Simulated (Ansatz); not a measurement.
Gas-phase electronic energies from Ansatz, PBE0-D4/def2-TZVP geometries. CCSD(T)/CBS adds triple-zeta CCSD(T) − MP2 to the extrapolated MP2 energy (def2 sets, frozen cores). Functionals use def2-TZVPP. One conformer a species, not always the lowest.

Consider the cleavage of the Si–Al bond: `[NH2][Al]([SiH3])[SiH2]O` + `S[SiH2]Cl` → `[SiH3]S[SiH2]Cl` + `[NH2][AlH][SiH2]O`.

Q: Is it downhill or uphill in electronic energy at CCSD(T)/CBS, and by how much? (Best estimate.)

A: The calculation gave: Downhill: ΔE = -0.55 eV.

Q: What do these levels give: PBE0-D4, ωB97M-V, PBE, CCSD/def2-TZVPP, CCSD(T)/def2-TZVPP, SCS-MP2/def2-QZVPP? (Best estimate.)

A: The calculation gave: PBE0-D4 -0.46, ωB97M-V -0.60, PBE -0.37, CCSD/def2-TZVPP -0.50, CCSD(T)/def2-TZVPP -0.50, SCS-MP2/def2-QZVPP -0.64 eV.

Largest T1 diagnostic among the species: 0.013.

The D4 term adds −0.07 eV with B3LYP and −0.04 eV with PBE0; it sums over pairs of atoms, weighted by their polarisabilities, and B3LYP, whose exchange is more repulsive, gets the larger term. From PBE to PBE0 (25 % exact exchange), in def2-TZVPP and without D4, ΔE moves by −0.06 eV.

B3LYP here is the variant with VWN-RPA as its local correlation; programs differ in this.
